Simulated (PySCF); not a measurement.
Excitation energy of Ti by level of theory

Ti [Ar] 3d2 4s2 (3F) → Ti [Ar] 3d3 4s1 (5F), as a difference of total energies. Calculation: PySCF 2.14, in x2c-QZVPPall (11s7p5d3f2g, 96 functions); scalar relativity by spin-free X2C-1e. Correlated levels: valence: [Ar] frozen; valence and next inner shell: [Ne] frozen. The calculations carry no spin-orbit coupling.

```tsv
method	excitation energy (cm⁻¹)	error (cm⁻¹)
UHF	5965.9	-533
LDA	-1167.8	-7667
PBE	-1237.4	-7736
PBE0	682.34	-5817
r2SCAN	-2944.5	-9443
B2PLYP	5776.4	-723
CAM-B3LYP	3795.1	-2704
r2SCAN0	-365.01	-6864
LC-wPBE	-8.7849	-6508
MP2 (valence)	7813.5	+1315
SCS-MP2 (valence)	12415	+5916
MP2 (valence and next inner shell)	5003.6	-1495
SCS-MP2 (valence and next inner shell)	9381.5	+2883
```

Reference: 6498.9 cm⁻¹ (measured; NIST levels, between the centres of gravity of the two terms).

Errors of the correlated levels include the incompleteness of this basis and the frozen core.
